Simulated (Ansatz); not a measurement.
Consider the ligand exchange at the Si–O bond: `O[SiH2]O[Si](O)(O)O` + `O[SiH](Cl)Cl` → `O[SiH2]O[SiH](Cl)Cl` + orthosilicic acid.

Program: Ansatz. Geometries: PBE0-D4/def2-TZVP. ΔE: electronic, gas phase. CBS: MP2 limit from def2 TZ/QZ plus the TZ coupled-cluster correction, frozen cores. This one scheme is used for every species. Functionals use def2-TZVPP. B3LYP here is the variant with VWN-RPA as its local correlation; programs differ in this. Each species was taken in one conformer, which may not be the lowest.

```csv
level,ΔE (kJ/mol),difference from CCSD(T)/CBS
PBE-D4,5.5,1.9
PBE0-D4,4.9,1.3
B3LYP-D4,4.1,0.5
ωB97M-V,5.4,1.8
B2PLYP,4.2,0.6
PBE,5.6,2.0
r2SCAN,5.8,2.2
PBE0,5.2,1.6
B3LYP,4.4,0.8
HF/def2-TZVPP,1.6,-2.0
MP2/def2-TZVPP,3.5,-0.1
CCSD/def2-TZVPP,3.6,0.0
HF/def2-QZVPP,1.3,-2.3
MP2/def2-QZVPP,3.1,-0.5
HF/CBS(def2),1.2,-2.4
MP2/CBS(def2),3.0,-0.6
CCSD(T)/CBS,3.6,0
```

Largest T1 diagnostic among the species: 0.012.
